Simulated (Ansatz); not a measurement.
Ansatz (a quantum-chemistry and plane-wave program) input (CCSD(T)/cc-pwCVTZ):
A basis named .json is the Basis Set Exchange file of that set.

Ansatz 0.2 input:
```yaml
crystal:
  periodic: [false, false, false]
  atoms:
    - {symbol: Cl, position_ang: [-0.00000000, -0.00000000, -1.61347186]}
    - {symbol: B, position_ang: [0.00000000, 0.00000000, 0.00000000]}
    - {symbol: Cl, position_ang: [0.00000000, 0.00000000, 1.61347186]}
basis:
  gaussian:
    orbitals: cc-pwCVTZ.json
total_charge: 1
magnetization: {spin_polarized: false}
correlation: {method: ccsd_t, electrons: outside_noble_gas}
```

Output:

```
Functional definition: HF
integrals: 0.42 GiB planned
957 factors; integrals over basis functions are off by at most 1.1e-3 eV
mean field: 0.50 GiB planned
mean field evaluation 1: about -25672.2125 eV, gradient 1.9e1 eV
mean field evaluation 2: about -25672.6486 eV, gradient 2.0e1 eV
mean field evaluation 4: about -25673.6884 eV, gradient 2.1e0 eV
mean field evaluation 8: about -25673.7109 eV, gradient 8.0e-2 eV
mean field evaluation 16: about -25672.9517 eV, gradient 1.0e1 eV
mean field -25673.71089134 eV, -943.4914729905 hartree, gradient 7.4e-6 eV, S^2 0.000000; 0 other end points of the search recorded, 0 dependent functions left out
11 core orbitals not correlated
reference -25673.71089134 eV, -943.4914729905 hartree; 8, 8 occupied and 142, 142 virtual orbitals, 957 factors
second order -12.37216723 eV of doubles, -0.00000000 eV of singles
coupled cluster: 0.68 GiB planned
cycle   1  -12.81782862 eV  change   -4.5e-1 eV  update   8.4e-2
cycle   2  -13.11144174 eV  change   -2.9e-1 eV  update   2.5e-2
cycle   3  -13.19218140 eV  change   -8.1e-2 eV  update   1.4e-2
cycle   4  -13.18224392 eV  change    9.9e-3 eV  update   3.5e-3
cycle   5  -13.18131631 eV  change    9.3e-4 eV  update   1.2e-3
cycle   6  -13.18112350 eV  change    1.9e-4 eV  update   2.6e-4
cycle   7  -13.18108991 eV  change    3.4e-5 eV  update   6.9e-5
cycle   8  -13.18111795 eV  change   -2.8e-5 eV  update   1.8e-5
cycle   9  -13.18111712 eV  change    8.3e-7 eV  update   4.6e-6
perturbative correction -0.66635250 eV, -0.0244880025 hartree
Total energy: -25687.55836095 eV, -944.0003581126 hartree
```
